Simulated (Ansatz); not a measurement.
```yaml
crystal:
  periodic: [false, false, false]
  atoms:
    - {symbol: C, position_ang: [-0.888419, 0.568438, -0.621282]}
    - {symbol: O, position_ang: [-0.853771, -0.872697, -0.575070]}
    - {symbol: C, position_ang: [0.375162, -1.176245, 0.116167]}
    - {symbol: Si, position_ang: [0.589422, 0.651785, 0.558781]}
    - {symbol: H, position_ang: [-0.714324, 0.934732, -1.639585]}
    - {symbol: H, position_ang: [-1.857564, 0.940394, -0.279105]}
    - {symbol: H, position_ang: [1.119586, -1.597453, -0.569280]}
    - {symbol: H, position_ang: [0.196274, -1.895442, 0.919556]}
    - {symbol: H, position_ang: [0.293266, 1.032383, 1.966327]}
    - {symbol: H, position_ang: [1.823567, 1.362904, 0.126290]}
basis:
  gaussian: {orbitals: aug-cc-pVDZ, final_grid: {core_spheres: 1, valence_spheres: 1, degree: 1}}
magnetization: {spin_polarized: true, initial_magnetization: 0}
hamiltonian: {xc: {name: wB97M-V}}
scf: {lower_state_search: full}
```

```sh
$ ansatz run in.yaml --threads 2 --pin off --events-out ev --progress --plain --max-ram 4352MiB
```

Shortened log:

```
Functional definition: wB97M-V
1350 factors; their error is unknown
628 factors; integrals over basis functions are off by at most 3.5e-6 eV
mean field evaluation 1: about -12088.6779 eV, gradient 3.0e1 eV
mean field evaluation 2: about -12089.2693 eV, gradient 3.0e1 eV
mean field evaluation 4: about -12092.9408 eV, gradient 1.7e0 eV
mean field evaluation 8: about -12064.9301 eV, gradient 8.4e0 eV
mean field evaluation 16: about -12065.4778 eV, gradient 4.6e-3 eV
mean field -12065.47781564 eV, -443.3981314503 hartree, gradient 7.5e-5 eV, S^2 0.000000; 0 other end points of the search recorded, 0 dependent functions left out
reference -12065.47810369 eV, -443.3981420358 hartree; 20, 20 occupied and 130, 130 virtual orbitals, 1350 factors
Total energy: -12065.47810369 eV, -443.3981420358 hartree
```

Q: Something in this input is off. What?

A: The integration grid is far too coarse. The calculation finished and met its thresholds. The result belongs to that input, not to the molecule as meant.
